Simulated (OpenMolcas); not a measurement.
Cu⁶⁺.

```json
{"Program": "OpenMolcas 26.06", "Basis": "ANO-RCC-VQZP [7s6p4d3f2g1h]", "Scalar Hamiltonian": "DKH2, point nucleus", "Active space": "11 electrons in 8 orbitals (RAS1 3p, at most 2 holes; RAS2 3d)", "State averaging": "2S+1 = 6 even, 1 root; 2S+1 = 4 even, 24 roots; 2S+1 = 2 even, 53 roots", "Spin-orbit coupling": "state interaction with AMFI integrals over the reference wave functions, term energies averaged over their components"}
```

Two sets of levels on these reference wave functions, in cm⁻¹ above 3d⁵ ⁶S_5/2: one from RASSCF and one from MS-RASPT2, IPEA 0.25 Eh, imaginary shift 0.1 Eh (closed shells correlated: 3s).

```csv
Level,Set 1,Set 2
3d⁵ ⁶S_5/2,0.0,0.0
3d⁵ ⁴G_5/2,52660,47520
3d⁵ ⁴G_7/2,52800,47650
3d⁵ ⁴G_11/2,52840,47680
3d⁵ ⁴G_9/2,52880,47730
3d⁵ ⁴P_5/2,54510,52410
3d⁵ ⁴P_3/2,54730,52700
3d⁵ ⁴P_1/2,54930,53030
3d⁵ ⁴D_7/2,62630,57380
3d⁵ ⁴D_1/2,62900,57730
3d⁵ ⁴D_3/2,63070,58030
3d⁵ ⁴D_5/2,63090,58100
3d⁵ ²I_11/2,77070,69230
3d⁵ ²D_5/2 [63 %],77070,73270
3d⁵ ²I_13/2,77410,69530
3d⁵ ²D_3/2,78600,74660
```

Which set is which?

Set 2 is MS-RASPT2. Its levels of the other terms of 3d⁵ lie at 0.90 to 0.97 of the other set's values, as expected, since terms of lower spin or lower L gain more correlation energy than the Hund ground term. Against 10 measured levels (the list in Gamrath, thesis, University of Mons (2023)) the mean absolute deviation is 1700 cm-1 with it and 6300 cm-1 without; single levels miss by up to 2400 cm-1 with it.

Term energies are means over components that CASPT2 splits; among the terms shown or strongly mixed into the levels shown the widest spread is 630 cm-1 (3d⁵ ²I, MS-RASPT2). Active for correlation alone: 3p; no level in the range computed is led by a configuration that opens it, so any true level of that kind is missing. Without dynamic correlation excited terms often stand tens of per cent too high (terms of higher spin than the ground term too low), and those without a measured partner can miss by more than the paired ones (holds for RASSCF). Some levels mix across a computed gap that differs much from the measured one, so their mixing is not that of the real levels (holds for RASSCF). Measured partners are found by configuration, term and J. A level has none where our copy of the source lacks it or the pairing is in doubt (some pairs that miss far off the trend of their configuration count as doubtful), and it then counts in no deviation. Only configurations of the active space appear. Levels that lie high or do not pair safely by name in every column are left out.

A share in square brackets marks a mixed level and gives the weight of the term that names it, the lowest over the columns.
